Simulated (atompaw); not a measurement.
## Se: one change to a PAW (atompaw) potential, before and after

- Element: selenium
- Generator: atompaw 4.2.0.5
- Type: PAW
- Functional: LDA (PW92)
- Relativity: scalar-relativistic
- Frozen core: [Ne] 3s2
- Valence charge: 22
- Reference configuration: 3p6 3d10 4s2 4p2 (charge +2)
- Partial waves: 4s (bound): rc 1.60 bohr; 4s channel at -0.1 Ry: rc 1.60 bohr; 3p (bound): rc 1.05 bohr; 4p (bound): rc 1.60 bohr; 3d (bound): rc 1.30 bohr; 3d channel at -0.95 Ry: rc 1.30 bohr
- Local potential: bessel scheme, radius 1.40 bohr
- Core correction: smooth core density matched at 1.10 bohr
- Augmentation charge: sinc compensation charge, radius 1.40 bohr; PAW radius 1.60 bohr; waves and projectors: custom polynom2 7 10 vanderbiltortho

Change: augmentation sinc compensation charge, radius 1.40 bohr; PAW radius 1.60 bohr; waves and projectors: custom polynom vanderbiltortho.

Cutoffs: the cutoffs (Ry, on a coarse ladder) from which the occupation-weighted sum of valence levels, in a spherical-Bessel basis at the reference potential, stays within 10 and 1 mRy of its value at 400 Ry; they do not see the model core or the augmentation charge, which bear on the density cutoff.

Question: What does the change do?

Answer: The range in which the d phases agree widens (upper end 1.0 → at the end of the scan); neither file shows a bound ghost.

| quantity | base | changed |
| --- | --- | --- |
| cutoffs, loose and tight | not determined | 120 Ry, 200 Ry |
| bound ghosts | none | none |
| s: phases at 1.61 bohr within 0.05 rad from the reference energy up to (Ry; the scan ends near 5) | to the end of the scan | to the end of the scan |
| p: phases at 1.61 bohr within 0.05 rad from the reference energy up to (Ry; the scan ends near 5) | 4.2 | to the end of the scan |
| d: phases at 1.61 bohr within 0.05 rad from the reference energy up to (Ry; the scan ends near 5) | 1.0 | to the end of the scan |
| lowest overlap eigenvalue by channel | s 0.15, p 0.73, d 0.94 | s 0.22, p 0.63, d 0.97 |

 The cutoffs see the waves, projectors and local potential, not the compensation charge or the core.
